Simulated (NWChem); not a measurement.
System: CH5NOSi2; SMILES O[Si@H]1N=C[SiH2]1

The following NWChem deck was run.

```
start job
memory heap 200 mb stack 900 mb global 1100 mb
geometry units angstroms noautosym nocenter noautoz
  O     -0.453514    -1.981915    -0.783005
  Si     0.029084    -0.799102     0.275669
  N      1.552156     0.059164    -0.155140
  C      1.167294     1.285544    -0.220320
  Si    -0.751752     1.379207    -0.035647
  H     -0.145265    -2.877969    -0.616808
  H      0.163997    -1.377797     1.648397
  H      1.910846     2.090390    -0.386924
  H     -1.442363     1.701448    -1.323531
  H     -1.324050     2.255714     1.036488
end
basis spherical
  * library pcsseg-1
end
dft
  xc xpbe96 cpbe96
  iterations 150
end
property
  shielding
end
task dft property
```

NWChem printed, in part:

```
             Northwest Computational Chemistry Package (NWChem) 7.3.0
             --------------------------------------------------------

                             Geometry "geometry" -> ""
                             -------------------------

 Output coordinates in angstroms (scale by  1.889725989 to convert to a.u.)

  No.       Tag          Charge          X              Y              Z
 ---- ---------------- ---------- -------------- -------------- --------------
    1 O                    8.0000    -0.45351400    -1.98191500    -0.78300500
    2 Si                  14.0000     0.02908400    -0.79910200     0.27566900
    3 N                    7.0000     1.55215600     0.05916400    -0.15514000
    4 C                    6.0000     1.16729400     1.28554400    -0.22032000
    5 Si                  14.0000    -0.75175200     1.37920700    -0.03564700
    6 H                    1.0000    -0.14526500    -2.87796900    -0.61680800
    7 H                    1.0000     0.16399700    -1.37779700     1.64839700
    8 H                    1.0000     1.91084600     2.09039000    -0.38692400
    9 H                    1.0000    -1.44236300     1.70144800    -1.32353100
   10 H                    1.0000    -1.32405000     2.25571400     1.03648800

 Effective nuclear repulsion energy (a.u.)     275.6927554074

  pbe96 is a nonlocal functional; adding pw91lda local functional.
                              NWChem Property Module
                              ----------------------

  itol2e modified to match energy
  convergence criterion.

                                 NWChem DFT Module
                                 -----------------

 Summary of "ao basis" -> "ao basis" (spherical)
 ------------------------------------------------------------------------------
       Tag                 Description            Shells   Functions and Types
 ---------------- ------------------------------  ------  ---------------------
 O                          pcsseg-1                 7       17   3s3p1d
 Si                         pcsseg-1                10       24   4s5p1d
 N                          pcsseg-1                 7       17   3s3p1d
 C                          pcsseg-1                 7       17   3s3p1d
 H                          pcsseg-1                 3        5   2s1p

  itol2e modified to match energy
  convergence criterion.

[...]

          -----------------------------------------
          Chemical Shielding Tensors (GIAO, in ppm)
          -----------------------------------------

                                NWChem CPHF Module
                                ------------------

  scftype          =     RHF
  nclosed          =       27
  nopen            =        0
  variables        =     2619
  # of vectors     =        3
  tolerance        = 0.10D-03
  level shift      = 0.00D+00
  max iterations   =       50
  max subspace     =       30

 SCF residual:    1.6573813351358410E-005

Iterative solution of linear equations
  No. of variables     2619
  No. of equations        3
  Maximum subspace       30
        Iterations       50
       Convergence  1.0D-04

   iter   nsub   residual    time
   ----  ------  --------  ---------
     1      3    1.41D-05      93.9

      Atom:    1  O
        Diamagnetic
    378.4131      1.4861      6.1250
      1.4861    407.2307     11.8187
      6.1250     11.8187    384.1446

        Paramagnetic
    -93.4303      5.4469    -32.6709
      5.4469   -148.4775      2.0909
    -32.6709      2.0909   -124.4471

        Total Shielding Tensor
    284.9828      6.9330    -26.5458
      6.9330    258.7532     13.9097
    -26.5458     13.9097    259.6975

           isotropic =     267.8112
          anisotropy =      50.9916

          Principal Components and Axis System
                 1           2           3
              301.8055    268.1600    233.4679

      1         0.8392      0.3123      0.4451
      2        -0.0401      0.8519     -0.5222
      3        -0.5423      0.4204      0.7274

      Atom:    2  Si
        Diamagnetic
    879.8920      2.7110      0.3645
      2.7110    885.0043      1.4490
      0.3645      1.4490    877.4245

        Paramagnetic
   -539.1097    -27.1027     22.1330
    -27.1027   -548.9769     28.4248
     22.1330     28.4248   -540.8037

        Total Shielding Tensor
    340.7824    -24.3917     22.4975
    -24.3917    336.0274     29.8738
     22.4975     29.8738    336.6208

           isotropic =     337.8102
          anisotropy =      42.8690

          Principal Components and Axis System
                 1           2           3
              366.3895    360.7720    286.2691

      1        -0.1591      0.8393      0.5198
      2         0.7544     -0.2363      0.6124
      3         0.6368      0.4896     -0.5956

      Atom:    3  N
        Diamagnetic
    321.1489      5.8497     -1.4657
      5.8497    346.0399     -4.3116
     -1.4657     -4.3116    319.4997

        Paramagnetic
   -581.4190   -116.1089     80.7385
   -116.1089  -1133.2117    159.2555
     80.7385    159.2555   -210.2259

        Total Shielding Tensor
   -260.2701   -110.2592     79.2728
   -110.2592   -787.1719    154.9439
     79.2728    154.9439    109.2737

           isotropic =    -312.7228
          anisotropy =    -789.4504

          Principal Components and Axis System
                 1           2           3
             -839.0231   -243.6655    144.5203

      1         0.2073      0.9664      0.1521
      2         0.9626     -0.2292      0.1446
      3        -0.1746     -0.1164      0.9777

      Atom:    4  C
        Diamagnetic
    261.9934     -4.9577     -2.0954
     -4.9577    265.2501     -2.3569
     -2.0954     -2.3569    241.4298

        Paramagnetic
   -347.1707    -29.3371     29.3776
    -29.3371   -386.3637     42.1211
     29.3776     42.1211   -133.2487

[...]
```

Level: PBE/pcSseg-1, GIAO. Coordinates come from a PBE0/def2-SVP optimisation. The printed shielding anisotropy is the first printed principal value minus the mean of the other two.
